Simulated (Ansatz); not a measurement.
Relaxation of FGeH5O3 (10 atoms, charge 0, multiplicity 1), to a largest force component of 0.03 eV/Å in at most 50 steps.

These are results of Ansatz 0.2.0, RHF/def2-SVP, not measurements.

```xyz
10
Properties=species:S:1:pos:R:3:forces:R:3
Ge -0.079 -0.134 -0.012 -0.12 -0.12 -0.69
F -0.099 -0.182 1.683 -0.18 -0.32 0.53
O 1.543 -0.194 -0.591 0.03 -0.05 -0.01
H 1.850 -1.038 -0.890 -0.02 0.05 0.02
O -0.878 1.291 -0.564 -0.01 -0.01 0.01
H -1.730 1.166 -0.955 0.02 0.00 0.01
O -0.949 -1.551 -0.523 -0.01 -0.03 0.09
H -1.312 -2.100 0.158 0.00 0.01 -0.05
H 1.237 2.023 1.092 0.56 1.00 -1.08
H 1.022 1.630 1.643 -0.28 -0.53 1.17
```

Where does it end, and by what steps?

The run converged. The force dipped under the threshold on the way, but the program's further checks kept it going. After 46 steps the energy has fallen by 0.271 eV; H9 moved furthest, 1.82 Å.

```tsv
step	energy less start (eV)	largest force component (eV/Å)	accepted
0	0.0000	1.169	yes
2	-0.1490	0.284	yes
4	-0.1796	0.117	yes
6	-0.1843	0.162	yes
8	-0.1881	0.305	yes
10	-0.1905	0.342	yes
12	-0.1974	0.166	yes
14	-0.2005	0.212	yes
16	-0.2019	0.368	no
18	-0.2055	0.276	yes
20	-0.2098	0.090	yes
22	-0.2124	0.090	yes
24	-0.2152	0.213	yes
26	-0.2189	0.129	yes
28	-0.2239	0.097	yes
30	-0.2295	0.100	yes
32	-0.2646	0.136	yes
34	-0.2683	0.054	yes
36	-0.2426	1.092	no
38	-0.2698	0.157	yes
40	-0.2707	0.023	yes
42	-0.2660	0.524	no
44	-0.2710	0.057	yes
46	-0.2712	0.018	yes
```

```xyz
10
Properties=species:S:1:pos:R:3
Ge -0.326 -0.437 -0.396
F -0.001 0.335 1.100
O 1.160 -1.070 -0.996
H 1.850 -0.462 -1.215
O -0.977 0.742 -1.471
H -1.833 1.097 -1.281
O -1.463 -1.699 -0.109
H -1.189 -2.440 0.411
H 1.917 2.685 2.639
H 1.468 2.159 2.357
```

Time of the run: 83 s on 2 threads of Arm Neoverse V1 (shared host), peak memory 0.26 GiB.
